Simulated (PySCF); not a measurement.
These are PySCF 2.14.0 with B3LYP-D3(BJ)/def2-TZVP // BP86-D3(BJ)/def2-SVP values and carry that method's errors. Isolated molecules, 0 K electronic values unless said otherwise. One relaxed conformer stands for a flexible species; it need not be the lowest. B3LYP has the VWN-RPA correlation part, as in Gaussian. 

Reference species: [W(Cl)6] (neutral, multiplicity 1).

```json
{
  "mean_distance_from_the_central_atom_to_its_bonded_neighbours": "2.323 Å",
  "HOMO–LUMO gap": "3.45 eV",
  "charge on the central atom (Mulliken)": "1.10 e"
}
```

Changed species: [W(Cl)5(OH)] (1 of 6 Cl replaced by OH; the reference has 0 of 6 Cl replaced by OH).

**Question.** Predict the effect on the mean distance from the central atom to its bonded neighbours, HOMO–LUMO gap and charge on the central atom (Mulliken).

**Answer.** the mean distance from the central atom to its bonded neighbours drops by 0.070 Å, to 2.253 Å; the HOMO–LUMO gap drops by 0.11 eV, to 3.34 eV; the charge on the central atom (Mulliken) rises by 0.14 e, to 1.24 e.
